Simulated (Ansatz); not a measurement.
Species: chloro(trimethoxy)silane, C₃H₉ClO₃Si (charge 0, singlet). 
Structure (B3LYP-D3(BJ)/def2-TZVP (Ansatz, a first-principles code) minimum search):
SMILES: CO[Si](Cl)(OC)OC
```xyz
17

Si     0.0835    -0.1004     0.0291
Cl    -1.0912    -0.5052     1.6679
O     -0.4447     1.2706    -0.6693
C     -0.6503     2.5122    -0.0073
O      1.6015    -0.0049     0.5850
C      2.7502     0.1315    -0.2472
O     -0.0111    -1.2798    -1.0753
C     -1.1716    -1.6104    -1.8294
H     -0.9678     3.2389    -0.7537
H     -1.4256     2.4201     0.7565
H      0.2712     2.8636     0.4635
H      2.6793     1.0254    -0.8723
H      2.8682    -0.7438    -0.8889
H      3.6195     0.2205     0.4025
H     -1.9639    -1.9810    -1.1747
H     -1.5376    -0.7419    -2.3807
H     -0.8974    -2.3945    -2.5336
```

Parts of the frozen-core correlation energy in 6-31G (Ansatz, hartree). Frozen orbitals: 16; correlated occupied orbitals by spin: 25 and 25; virtual: 57 and 57. No spin-orbit coupling. No relativistic terms.

```json
[
 {"term": "reference (HF)", "value": "-1091.74311"},
 {"term": "MP2 opposite-spin", "value": "[?]"},
 {"term": "MP2 same-spin", "value": "-0.17023"},
 {"term": "CCSD correlation", "value": "[?]"},
 {"term": "(T)", "value": "[?]"},
 {"term": "T1 diagnostic", "value": "0.011"},
 {"term": "largest doubles amplitude", "value": "0.014"}
]
```

Question: Fill in the missing entries.

Answer: 
- MP2 opposite-spin, value: -0.54649
- CCSD correlation, value: -0.77005
- (T), value: -0.01618
